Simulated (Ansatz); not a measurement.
`O[C](=S)[GaH][F]` and `NCC(O)=S` differ in one atom or group.

Ansatz, PBE0-D4/def2-TZVP geometries, multiplicity 1. Each molecule was computed in one conformer, which needn't be the lowest.

Scalar relativity is left out up to krypton.

```tsv
property	`O[C](=S)[GaH][F]`
HOMO energy (PBE0/def2-TZVPP) / eV	-7.41
LUMO energy (ωB97M-V/def2-TZVPP) / eV	0.01
HOMO energy (ωB97M-V/def2-TZVPP) / eV	-9.50
HOMO energy (B3LYP/def2-TZVPP) / eV	-7.20
size of the dipole moment (PBE/def2-TZVPP) / D	3.05
HOMO–LUMO gap (B3LYP/def2-TZVPP) / eV	4.79
```

(1) Give the same properties after the change, and the shifts. (Best estimate.)

## Answers

(1) Computed: 
```json
{"property": "HOMO energy (PBE0/def2-TZVPP) / eV", "`NCC(O)=S`": "-6.66", "shift": "0.75"}
{"property": "LUMO energy (ωB97M-V/def2-TZVPP) / eV", "`NCC(O)=S`": "0.66", "shift": "0.65"}
{"property": "HOMO energy (ωB97M-V/def2-TZVPP) / eV", "`NCC(O)=S`": "-8.88", "shift": "0.62"}
{"property": "HOMO energy (B3LYP/def2-TZVPP) / eV", "`NCC(O)=S`": "-6.43", "shift": "0.77"}
{"property": "size of the dipole moment (PBE/def2-TZVPP) / D", "`NCC(O)=S`": "2.01", "shift": "-1.04"}
{"property": "HOMO–LUMO gap (B3LYP/def2-TZVPP) / eV", "`NCC(O)=S`": "4.70", "shift": "-0.09"}
```

With PBE0 the HOMO rises by 0.75 eV and the LUMO rises by 0.70 eV, so the gap narrows by about 0.05 eV. PBE moves the HOMO by 0.89 eV and ωB97M-V by 0.62 eV. Dipoles are sizes alone; their direction can turn.

Positive LUMOs are unbound, so they and the gaps depend on the basis.

B3LYP here is the variant with VWN-RPA as its local correlation; programs differ in this.
